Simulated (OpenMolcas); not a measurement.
# Cr²⁺: the spin-orbit constant, worked from levels

| Item | Value |
| --- | --- |
| Program | OpenMolcas |
| Basis | ANO-RCC-VDZP [5s4p2d1f] |
| Scalar Hamiltonian | X2C, point nucleus |
| Active space | 4 electrons in 5 orbitals (3d) |
| State averaging | 2S+1 = 5 even, 5 roots; 2S+1 = 3 even, 45 roots (30 in the spin-orbit step); 2S+1 = 1 even, 50 roots (13 in the spin-orbit step) |
| Spin-orbit coupling | RASSI with atomic mean-field integrals over the reference wave functions, term energies averaged over their components |

Methods: CASSCF; SS-CASPT2, IPEA 0.25 Eh, imaginary shift 0.1 Eh (closed shells correlated: 3s 3p). Measured levels: Sugar and Corliss, J. Phys. Chem. Ref. Data 6, 317 (1977).

**The spin-orbit constant.** For the Hund term ⁵D of d4, E(J) = (A/2) J(J+1) + constant and ζ = 2S·A = 4A. From J = 0 to J = 4 the energy changes by 10 A.

```json
{"Source": "CASSCF", "E(4) - E(0)": "648.4", "A": "64.8", "ζ": "259"}
{"Source": "SS-CASPT2", "E(4) - E(0)": "650.5", "A": "65.0", "ζ": "260"}
{"Source": "measured", "E(4) - E(0)": "576.1", "A": "57.6", "ζ": "230"}
```

All in cm-1. SS-CASPT2 is off by +12.9 % and CASSCF by +12.5 %. Both methods take the spin-orbit matrix elements from the reference wave functions, so the second can move ζ only through the term energies and any multistate remixing. Second-order mixing with other terms is absorbed into this ζ.

Some high roots are left out of the spin-orbit mixing, which shifts the levels that they would mix with. Without dynamic correlation excited terms often stand tens of per cent too high (terms of higher spin than the ground term too low), and those without a measured partner can miss by more than the paired ones (holds for CASSCF). Measured partners are found by configuration, term and J. A level has none where our copy of the source lacks it or the pairing is in doubt (some pairs that miss far off the trend of their configuration count as doubtful), and it then counts in no deviation. Only configurations of the active space appear.
